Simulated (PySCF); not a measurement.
**Hg(2+) (mercury, charge +2) across methods**

[Xe] 4f14 5d10, closed-shell 1S. Calculation: PySCF 2.14, in aug-cc-pVTZ-PP with one added diffuse shell each of s, p, d, f, g type with ECP60MDF (7s7p6d4f3g, 113 functions); scalar relativity through the core potential. The B2PLYP total includes its PT2 part (frozen core); its orbital energies are those of the SCF part.

| method | E (hartree) | mean ε 5s (eV) | mean ε 5p (eV) | mean ε 5d (eV) | Σ⟨r²⟩ (bohr²) | ⟨S²⟩ |
| --- | --- | --- | --- | --- | --- | --- |
| PBE | -152.4566 | -136.27 | -85.975 | -28.767 | 33.88 | 0.000 |
| M06 | -152.4768 | -140.33 | -89.386 | -30.701 | 33.62 | 0.000 |
| PBE0 | -152.4377 | -141.66 | -90.148 | -30.630 | 33.68 | 0.000 |
| LDA | -152.1720 | -136.38 | -86.039 | -29.006 | 34.09 | 0.000 |
| B2PLYP | -152.2516 | -147.40 | -94.519 | -32.344 | 33.65 | 0.000 |
| wB97X-V | -152.4202 | -143.55 | -92.390 | -33.105 | 33.67 | 0.000 |
| r2SCAN | -152.4921 | -138.89 | -87.839 | -29.034 | 33.59 | 0.000 |

Problem. Estimate the same row for UHF.

Solution. E (hartree) = -151.59942; mean ε 5s (eV) = -156.70; mean ε 5p (eV) = -101.62; mean ε 5d (eV) = -35.183; Σ⟨r²⟩ (bohr²) = 33.39; ⟨S²⟩ = 0.000.

Energies and moments cover only the electrons outside the core potential. Spin-orbit coupling, which splits the p, d and f shells strongly at this Z, is absent.
